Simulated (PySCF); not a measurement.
**SMILES CN(C(=C=C=C=CC)C)C, C9H13N**

Geometry:
```tsv
atom	x (Å)	y (Å)	z (Å)
C1	4.447	-0.072	0.953
C2	3.406	-1.148	0.887
C3	2.169	-0.990	0.455
C4	0.964	-0.828	0.032
C5	-0.235	-0.666	-0.382
C6	-1.475	-0.548	-0.873
C7	-1.703	-0.725	-2.350
N8	-2.574	-0.312	-0.067
C9	-3.741	0.344	-0.599
C10	-2.331	-0.112	1.338
H11	5.331	-0.345	0.352
H12	4.058	0.887	0.585
H13	4.801	0.068	1.988
H14	3.717	-2.147	1.231
H15	-2.477	-1.487	-2.538
H16	-2.027	0.214	-2.828
H17	-0.772	-1.047	-2.831
H18	-4.002	-0.052	-1.589
H19	-3.618	1.443	-0.690
H20	-4.596	0.157	0.066
H21	-1.896	0.882	1.560
H22	-1.626	-0.872	1.703
H23	-3.276	-0.212	1.892
```

Computed with PySCF 2.14.0, TDDFT CAM-B3LYP/def2-SVPD circular dichroism and optical rotation, one conformer, gas phase. Geometry: PBE0-D3(BJ)/def2-SVP.

States above about 6.3 eV (minus the energy of the highest occupied orbital) lie near or above the ionisation threshold and depend on the basis. No stereocentre is labelled: unless the shape is locked (an allene, a helicene, a hindered biaryl), the mirror image is equally populated and a measured rotation or CD is zero.

Problem. Draw the ECD and absorption spectra from the lowest 12 states, each a Gaussian of half-width 0.3 eV at 1/e height.

Solution. 
```tsv
E (eV)	λ (nm)	Δε (L mol⁻¹ cm⁻¹)	ε (L mol⁻¹ cm⁻¹)
2.52	491	-0.27	2.22
2.62	472	-0.74	6.02
2.73	455	-1.61	13.1
2.83	439	-2.81	22.8
2.93	424	-3.93	31.9
3.03	410	-4.39	35.6
3.13	397	-3.93	31.9
3.23	384	-2.81	22.8
3.33	373	-1.61	13.1
3.43	362	-0.74	6.09
3.53	352	-0.28	2.87
3.63	342	-0.10	5.53
3.73	333	-0.08	29.3
3.83	324	-0.21	140
3.93	316	-0.48	539
4.03	308	-0.72	1670
4.13	301	-0.29	4140
4.23	293	+1.79	8250
4.33	287	+5.86	13200
4.43	280	+10.62	16900
4.53	274	+13.70	17300
4.63	268	+13.85	14400
4.73	262	+12.17	9860
4.83	257	+10.76	6240
4.93	252	+10.86	5590
5.03	247	+12.78	9930
5.13	242	+17.15	21900
5.23	237	+24.86	43000
5.33	233	+34.64	69200
5.43	229	+41.75	90000
5.53	224	+40.60	94400
5.63	220	+29.62	80100
5.73	217	+12.76	55300
5.83	213	-3.63	31800
5.93	209	-14.77	15900
6.03	206	-18.87	7600
6.13	202	-16.97	3870
6.23	199	-12.00	2290
6.33	196	-7.44	1640
6.43	193	-5.72	1410
6.53	190	-7.11	1360
```
Δε uses R in velocity form, ε uses f in length form. Only the states computed contribute, so the short-wavelength end is incomplete.
